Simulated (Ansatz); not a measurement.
CHO$_{2}$ (SMILES O=C=[OH+]), charge +1, singlet, at a GFN2-xTB geometry. Base run: Ansatz (a quantum-chemistry and plane-wave program) with PBE0/STO-3G.

Here is a job for Ansatz.
Ansatz 0.2 input:
```yaml
crystal:
  periodic: [false, false, false]
  atoms:
    - {symbol: O, position_ang: [1.21306943, -0.14410509, -0.06170642]}
    - {symbol: C, position_ang: [0.10887143, -0.00061822, -0.02177577]}
    - {symbol: O, position_ang: [-1.06740096, 0.07785148, 0.11883730]}
    - {symbol: H, position_ang: [-1.81857638, 0.53373819, -0.32639241]}
basis:
  gaussian:
    orbitals: STO-3G
hamiltonian:
  xc: pbe0
total_charge: 1
```

The bond that is stretched is that between atoms 1 and 2. A test that says stable can miss a lower solution.

Variants of this job, named by their change:

```csv
change,ΔE vs base (kcal/mol),<S^2>,stability test says
base,0.000,0.000,minimum (restricted orbitals)
spin_polarized = on; lower_state_search = off,0.000,0.000,undecided (no full test)
spin_polarized = on; lower_state_search = standard,0.000,0.000,minimum
bond × 1.25,19.14,0.000,minimum (restricted orbitals)
spin_polarized = on; lower_state_search = off; bond × 1.25,19.14,0.000,undecided (no full test)
spin_polarized = on; lower_state_search = standard; bond × 1.25,19.14,0.000,minimum
bond × 1.5,96.9,0.000,minimum (restricted orbitals)
spin_polarized = on; lower_state_search = off; bond × 1.5,96.9,0.000,undecided (no full test)
spin_polarized = on; lower_state_search = standard; bond × 1.5,95.8,0.318,minimum
bond × 1.8,162.7,0.000,minimum (restricted orbitals)
spin_polarized = on; lower_state_search = off; bond × 1.8,162.7,0.000,undecided (no full test)
spin_polarized = on; lower_state_search = standard; bond × 1.8,135.8,1.037,minimum
bond × 2.2,194.4,0.000,minimum (restricted orbitals)
spin_polarized = on; lower_state_search = off; bond × 2.2,140.4,1.123,undecided (no full test)
spin_polarized = on; lower_state_search = standard; bond × 2.2,140.4,1.123,minimum
bond × 3.0,202.2,0.000,minimum (restricted orbitals)
spin_polarized = on; lower_state_search = off; bond × 3.0,142.1,1.166,undecided (no full test)
spin_polarized = on; lower_state_search = standard; bond × 3.0,142.1,1.166,minimum
```

Where a bond breaks into two radicals, a solution with restricted orbitals usually stops being the lowest and lies too high; an unrestricted one lies lower at the price of spin contamination, which <S^2> shows.
